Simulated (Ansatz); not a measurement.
`C[Si](C)(Cl)CCCCCCCCCCCOc1ccccc1`. Total charge 0; triplet. Geometry PBE-D4/def2-SVP, that of the neutral singlet; atoms count from 1.

Cartesian coordinates in Å:
```
C -3.5958 -4.5020 -5.1999
Si -2.2314 -3.4252 -4.4792
C -0.9821 -2.9211 -5.7946
Cl -3.1325 -1.6539 -3.7611
C -1.4069 -4.2579 -2.9973
C -0.3624 -3.4026 -2.2659
C 0.2271 -4.0830 -1.0251
C 1.3087 -3.2645 -0.3038
C 0.8762 -1.8758 0.1929
C -0.2925 -1.8908 1.1851
C -0.7197 -0.5052 1.6889
C 0.3289 0.2190 2.5434
C -0.1556 1.5329 3.1690
C -0.4940 2.6310 2.1546
C -0.8588 3.9633 2.8099
O 0.1756 4.4783 3.6476
C 1.2571 5.0932 3.0887
C 2.2806 5.4625 3.9893
C 3.4247 6.1184 3.5257
C 3.5729 6.4192 2.1596
C 2.5570 6.0511 1.2674
C 1.4018 5.3891 1.7168
H -4.3527 -4.7507 -4.4290
H -3.1746 -5.4520 -5.5903
H -4.1115 -3.9849 -6.0340
H -0.4681 -3.8161 -6.2032
H -1.4814 -2.3960 -6.6334
H -0.2135 -2.2418 -5.3752
H -0.9523 -5.2105 -3.3562
H -2.2149 -4.5587 -2.2930
H -0.8317 -2.4365 -1.9797
H 0.4651 -3.1373 -2.9627
H -0.6003 -4.3265 -0.3214
H 0.6583 -5.0652 -1.3204
H 2.1804 -3.1427 -0.9847
H 1.6837 -3.8554 0.5613
H 0.6061 -1.2301 -0.6729
H 1.7566 -1.3857 0.6612
H -1.1715 -2.3780 0.7104
H -0.0257 -2.5337 2.0556
H -1.6518 -0.6112 2.2882
H -0.9963 0.1234 0.8128
H 0.6597 -0.4650 3.3565
H 1.2387 0.4253 1.9363
H 0.6238 1.9221 3.8576
H -1.0498 1.3347 3.8041
H 0.3660 2.7762 1.4644
H -1.3523 2.3291 1.5157
H -1.7235 3.8252 3.4918
H -1.1589 4.7194 2.0496
H 2.1449 5.2217 5.0539
H 4.2113 6.4024 4.2417
H 4.4745 6.9338 1.7962
H 2.6578 6.2771 0.1944
H 0.6248 5.1121 0.9920
```

Single mean-field runs in def2-TZVP are fitted with def2-universal-jkfit. At PBE0-D4/def2-TZVP a singlet of charge 0 lies 3.91 eV below the triplet at the same geometry.

Problem. Estimate the Mulliken populations of the heavy atoms from the PBE0/def2-TZVP orbitals of Ansatz.

Solution. 
```csv
atom,charge (e),spin (α − β)
C1,-0.47,0.00
Si2,0.46,0.00
C3,-0.49,0.00
Cl4,-0.29,0.00
C5,-0.28,0.00
C6,-0.30,0.00
C7,-0.20,0.00
C8,-0.13,0.00
C9,-0.27,0.00
C10,-0.20,0.00
C11,-0.20,0.00
C12,-0.22,0.00
C13,-0.19,0.00
C14,-0.28,0.01
C15,-0.04,-0.01
O16,-0.21,0.15
C17,0.32,0.44
C18,-0.27,0.70
C19,-0.12,-0.21
C20,-0.09,0.58
C21,-0.22,0.63
C22,-0.24,-0.17
```
Mulliken values depend strongly on the basis.

Problem. Where does the spin sit?

Solution. Summed by element: C 1.96, Si 0.00, Cl 0.00, O 0.15, H -0.10, of 2 unpaired in all. Largest on single atoms: C18 0.70, C21 0.63, C20 0.58.

Problem. And the Mayer bond orders between heavy atoms (over 0.3)?

Solution. C1–Si2 1.01 (1.88 Å); Si2–C3 1.00 (1.88 Å); Si2–Cl4 1.10 (2.11 Å); Si2–C5 0.98 (1.89 Å); C5–C6 1.01 (1.54 Å); C6–C7 1.00 (1.53 Å); C7–C8 1.00 (1.54 Å); C8–C9 0.99 (1.54 Å); C9–C10 1.01 (1.53 Å); C10–C11 1.01 (1.54 Å); C11–C12 1.00 (1.53 Å); C12–C13 1.01 (1.53 Å); C13–C14 1.00 (1.53 Å); C14–C15 0.99 (1.53 Å); C15–O16 0.92 (1.43 Å); O16–C17 1.16 (1.36 Å); C17–C18 1.00 (1.41 Å); C17–C22 1.38 (1.41 Å); C18–C19 1.37 (1.40 Å); C19–C20 1.51 (1.41 Å); C20–C21 1.00 (1.40 Å); C21–C22 1.42 (1.41 Å).
